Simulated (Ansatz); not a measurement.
Geometry optimisation, RKS PBE/def2-SVP (Ansatz 0.2.0).

The input (input.yaml):

```yaml
crystal:
  periodic: [false, false, false]
  atoms:
    - { symbol: Si, position_ang: [0.236273, -0.003915, 0.003919] }
    - { symbol: Cl, position_ang: [0.474502, -0.047041, 2.105824] }
    - { symbol: H, position_ang: [1.615088, 0.037926, -0.5662] }
    - { symbol: H, position_ang: [-0.615288, 1.159793, -0.359967] }
    - { symbol: F, position_ang: [-0.447088, -1.400022, -0.477869] }
    - { symbol: Br, position_ang: [-3.123607, 0.143326, 1.040797] }
    - { symbol: H, position_ang: [-2.092281, 0.003934, 2.128797] }
basis:
  gaussian: { orbitals: def2-SVP }
hamiltonian:
  xc: pbe
relax:
  f_tol: 0.03
  max_steps: 50
```

Run as:

```bash
$ ansatz run input.yaml --threads 2 --pin off --max-ram 3072MiB --backend cpu --events-out ev --progress --plain --runs-dir out
```

Problem. Where does it end, and by what steps?

Solution. The forces met the threshold. After 14 steps the energy has fallen by 0.122 eV; Br6 moved furthest, 0.74 Å.

```csv
step,energy less start (eV),largest force component (eV/Å),accepted
0,0.0000,1.027,yes
1,-0.0870,0.302,yes
2,-0.0983,0.114,yes
3,-0.1051,0.094,yes
4,-0.1091,0.350,yes
5,-0.1153,0.152,yes
6,-0.1183,0.072,yes
7,-0.1195,0.086,yes
8,-0.1204,0.109,yes
9,-0.1209,0.110,yes
10,-0.1214,0.113,yes
11,-0.1217,0.098,yes
12,-0.1219,0.079,yes
13,-0.1220,0.041,yes
14,-0.1221,0.011,yes
```

```xyz
7
Properties=species:S:1:pos:R:3
Si 0.360 -0.077 -0.078
Cl 0.274 -0.272 1.994
H 1.760 0.295 -0.439
H -0.675 0.912 -0.495
F 0.017 -1.524 -0.743
Br -3.516 0.431 1.598
H -2.174 0.129 2.039
```

Whether the end is a true minimum wasn't checked by a vibrational analysis.

Run time: 30 s on 2 threads of Arm Neoverse V1 (shared host), peak memory 0.14 GiB.
